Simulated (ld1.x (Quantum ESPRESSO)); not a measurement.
**Configuration tests for Zr (Z = 40) (TM semilocal)**

```
Element                 : Zr (Z = 40)
Generator               : ld1.x (Quantum ESPRESSO) 7.5
Type                    : norm-conserving Troullier–Martins (semilocal form)
Functional              : PBEsol
Relativity              : scalar-relativistic
Frozen core             : [Kr]
Valence charge          : 4
Reference configuration : 4d2 5s1.5 5p0 (charge +0.5)
Partial waves           : 5p (bound, empty): rc 3.05 bohr; 4d (bound): rc 2.40 bohr; 5s (bound): rc 2.25 bohr
Local potential         : the s channel
Core correction         : none
```

Energies are relative to the spin-unpolarised reference configuration 4d2 5s1.5 5p0; without spin polarisation the order of configurations can differ from experiment.

Problem. Give the all-electron excitation energy and the error of the potential for: 4d2 5s2 5p0; 4d2 5s1 5p0; 4d2 5s0 5p0; 4d1 5s0 5p0; 4d2.5 5s1.5 5p0; 4d1 5s2 5p0; 4d2 5s1 5p1.

Solution.

```tsv
valence configuration	charge	ΔE all-electron (eV)	error AE − PS (meV)
4d2 5s2 5p0	0	-2.895	+0.9
4d2 5s1 5p0	+1	4.275	+1.2
4d2 5s0 5p0	+2	17.185	+80
4d1 5s0 5p0	+3	39.770	+159
4d2.5 5s1.5 5p0	0	-2.375	+14
4d1 5s2 5p0	+1	4.786	+198
4d2 5s1 5p1	0	0.178	+3.7
```

Levels in the configuration 4d1 5s2 5p0:

```tsv
level	all-electron (eV)	pseudo (eV)
4d	-12.110	-11.597
5s	-11.085	-11.042
```

ld1.x printed “convergence not achieved” for 5 of the counted tests; their residual had stalled under 1e-8, short of the target of 1e-14.
